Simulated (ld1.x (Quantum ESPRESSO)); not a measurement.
# Ga (Z = 31), ultrasoft: configuration errors across variants

```json
{
  "Element": "gallium (Ga)",
  "Generator": "ld1.x (Quantum ESPRESSO) 7.5",
  "Type": "ultrasoft",
  "Functional": "LDA (PZ)",
  "Relativity": "scalar-relativistic",
  "Frozen core": "[Ar]",
  "Valence charge": "13",
  "Reference configuration": "3d10 4s2 4p0.5 (charge +0.5)",
  "Partial waves": "4s (bound): rcut 1.80, rcutus 2.05 bohr; 4s channel at 2.7 Ry: rcut 1.80, rcutus 2.05 bohr; 4p (bound): rcut 2.15, rcutus 2.55 bohr; 4p channel at 0.15 Ry: rcut 2.15, rcutus 2.55 bohr; 3d (bound): rcut 0.90, rcutus 1.10 bohr; 3d channel at -0.15 Ry: rcut 0.90, rcutus 1.10 bohr",
  "Local potential": "all-electron potential smoothed inside 1.45 bohr (lloc = -1)",
  "Core correction": "a·sin(br)/r model core inside 0.80 bohr",
  "Augmentation charge": "PSQ, inside the norm-conserving radii"
}
```

All-electron excitation energies from the reference (eV): (1) 3d10 4s2 4p1 -2.120; (2) 3d10 4s2 4p0 3.768; (3) 3d10 4s1 4p0 25.271; (4) 3d9 4s2 4p2 18.282; (5) 3d10 4s1 4p2 4.492; (6) 3d10 4s0 4p3 11.424; (7) 3d10 4s2 4p1.3 -2.698; (8) 3d10 4s2 4p0.5 spin -0.041; (9) 3d10 4s2 4p1 spin -2.254.

Spin tests fill each open shell by Hund’s rule, majority spin first.

Tests that are not counted but printed errors over 1 eV. “waves 4s (bound): rcut 1.80, rcutus 2.32 bohr; 4s channel at 2.7 Ry: rcut 1.80, rcutus 2.32 bohr”: 3d9 4s2 4p2 (solver errors, printed error -18.6 eV).

1 further variants failed, have other tests or too few solved ones, and are left out.

Errors AE − PS in meV (a dash: test not solved or not reliable):

| change | (1) | (2) | (3) | (4) | (5) | (6) | (7) | (8) | (9) | bound ghosts |
| --- | --- | --- | --- | --- | --- | --- | --- | --- | --- | --- |
| base | +0.1 | -0.9 | -14 | -338 | -1.4 | -5.8 | +0.1 | 0.0 | +0.2 | none |
| waves 4s (bound): rcut 1.64, rcutus 1.74 bohr; 4s channel at 2.7 Ry: rcut 1.64, rcutus 1.74 bohr | 0.0 | -1.1 | -9.2 | -314 | -0.8 | -2.1 | -0.1 | 0.0 | +0.2 | none |
| waves 4s (bound): rcut 1.80, rcutus 2.02 bohr; 4s channel at 2.7 Ry: rcut 1.80, rcutus 2.02 bohr | +0.1 | -0.9 | -14 | -345 | -1.5 | -5.9 | +0.1 | 0.0 | +0.3 | none |
| waves 4s (bound): rcut 1.80, rcutus 2.32 bohr; 4s channel at 2.7 Ry: rcut 1.80, rcutus 2.32 bohr | +0.3 | -0.4 | -3.4 | – | -1.0 | -5.9 | +0.4 | +0.1 | +0.5 | none |
| waves 4s (bound): rcut 1.80, rcutus 3.02 bohr; 4s channel at 2.7 Ry: rcut 1.80, rcutus 3.02 bohr | +0.4 | -0.4 | -18 | -31 | -1.6 | -7.6 | +0.6 | +0.1 | +0.6 | none |

Problem. Give the same row for: waves 4s (bound): rcut 1.80, rcutus 2.60 bohr; 4s channel at 2.7 Ry: rcut 1.80, rcutus 2.60 bohr.

Solution. +0.4, -0.2, -10, -365, -1.3, -6.6, +0.7, 0.0, +0.6; bound ghosts: none.
